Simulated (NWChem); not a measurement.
Species: C2H6ClSi cation

```xyz
10

C      0.0048    -1.6168    -1.2000
Si     0.0000     0.0000    -0.3601
C     -0.0048     1.6168    -1.2000
Cl     0.0000     0.0000     1.6315
H      0.5377    -1.5541    -2.1626
H     -1.0457    -1.8907    -1.4185
H      0.4363    -2.4063    -0.5667
H     -0.4363     2.4063    -0.5667
H      1.0457     1.8907    -1.4185
H     -0.5377     1.5541    -2.1626
```
Atoms are numbered in this order, from 1.

Results from NWChem. Pople sets run with spherical d functions. Structure relaxed at the PBE0/def2-SVP level.

Task: Among these, which level gives the lowest value of “orbital gap (eV)”?
A) PBE/6-311G**
B) PBE/3-21G
C) PBE/6-311++G**
D) PBE/STO-3G

Result: B, PBE/3-21G. Values: PBE/3-21G 4.34; PBE/STO-3G 4.47; PBE/6-311G** 4.54; PBE/6-311++G** 4.55
